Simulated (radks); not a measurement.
Q: These are the eigenvalues of the occupied orbitals of an atom or ion with whole-number occupations (eV). Method: Dirac Kohn-Sham, OLYP, spin-unpolarised, spherical densities, point nucleus; computed with a radial shooting solver on a logarithmic mesh with Libxc functionals.

orbital  eigenvalue
1s1/2     -15960.24
2s1/2     -2189.639
2p1/2     -1995.826
2p3/2     -1927.427
3s1/2     -364.7937
3p1/2     -294.3459
3p3/2     -283.8269
3d3/2     -160.2677
3d5/2     -158.4219
4s1/2      -69.1067
4p1/2      -51.1192
4p3/2      -49.8318

Which element is it, and in what charge state? The configuration may be excited. Open shells, if any, fill j = l - 1/2 first.

A: Z = 38, strontium, charge +3: Sr3+ in [Ar] 3d10 4s2 4p5. The list shows which subshells hold electrons but not how many an open one holds; the 1s level, -586.53 hartree, gives Z - s = 34.2 by -(Z - s)^2/2, which with screening and relativity narrows Z to a few neighbours, and the depths of the outer levels then fix element, charge and occupations together.
